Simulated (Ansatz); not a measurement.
`[F][GeH]([F])[GeH3]` + HCl → `[F][GeH]([F])[Cl]` + GeH₄ at 500 K and 1 bar (cleavage of the Ge–Ge bond).

Gas-phase electronic energies from Ansatz, PBE0-D4/def2-TZVP geometries. CBS: MP2 limit from def2 TZ/QZ plus the TZ coupled-cluster correction, frozen cores. This one scheme is used for every species. For Ge outer-core shells are correlated without core-valence functions, which leaves a few kJ/mol of doubt a bond. Scalar relativity is left out up to krypton.

```csv
species,CCSD(T)/CBS energy (Eh),H − E (kJ/mol),S (J/(mol·K))
`[F][GeH]([F])[GeH3]`,-4354.28742,139.8,422.6
HCl,-460.38127,32.5,201.9
`[F][GeH]([F])[Cl]`,-2736.19042,70.0,357.9
GeH₄,-2078.49493,99.4,244.6
```

H − E and S are ideal-gas, rigid-rotor, harmonic terms from PBE0-D4/def2-TZVP. 1 Eh = 2625.50 kJ/mol, R = 8.31446 J/(mol·K).

Question: By hand: ΔE, ΔH, ΔS and ΔG.

Answer: ΔE = (-2736.19042) + (-2078.49493) − (-4354.28742) − (-460.38127) = -0.01666 Eh = -43.7 kJ/mol. Δ(H − E) = 70.0 + 99.4 − 139.8 − 32.5 = -2.9, so ΔH = -46.6 kJ/mol. ΔS = 357.9 + 244.6 − 422.6 − 201.9 = -22.0 J/(mol·K). ΔG = -46.6 − 500 × (-22.0)/1000 = -35.6 kJ/mol.

Question: By hand: the equilibrium constant, and the temperature at which ΔG would vanish if ΔH and ΔS stayed fixed.

Answer: log₁₀ K = −ΔG/(RT ln 10) = 3.7. ΔG = 0 at ΔH/ΔS = 2118 K.

ΔH outweighs TΔS. A doubt of 5 kJ/mol in ΔE shifts log₁₀ K by 0.5 here. These are equilibria of isolated gas molecules and say nothing of rates. Largest T1 diagnostic: 0.012 (customary marks: 0.02 for closed shells, 0.045 for open ones).
